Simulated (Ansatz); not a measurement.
Consider the formal hydrolysis of the Sn–O bond: `O[SiH2][O][SnH3]` + H₂O → `[OH][SnH3]` + `O[SiH2]O`.

Calculated with Ansatz (gas phase, PBE0-D4/def2-TZVP geometries, no zero-point term in ΔE). CCSD(T)/CBS adds triple-zeta CCSD(T) − MP2 to the extrapolated MP2 energy (def2 sets, frozen cores). This one scheme is used for every species. def2 core potentials past Kr. For Sn outer-core shells are correlated without core-valence functions, which leaves a few kJ/mol of doubt a bond. One conformer a species, not always the lowest.

```csv
species,MP2/def2-TZVPP energy (Eh)
`O[SiH2][O][SnH3]`,-656.62122
H₂O,-76.32349
`[OH][SnH3]`,-291.15250
`O[SiH2]O`,-441.78310
```

(1) Work out ΔE.

Largest T1 diagnostic among the species: 0.014.

Answers

(1) ΔE = (-291.15250) + (-441.78310) − (-656.62122) − (-76.32349) = 0.00911 Eh = +5.7 kcal/mol. CCSD(T)/CBS gives +6.2 kcal/mol.

From BLYP to BHLYP (50 % exact exchange), in def2-TZVPP and without D4, ΔE moves by +1.7 kcal/mol. Leaving LDA and LC-ωPBE aside and taking each functional with its dispersion term where it has one, the values, not all of them listed here, spread over 2.1 kcal/mol, from PBE-D4 to BHLYP-D4.
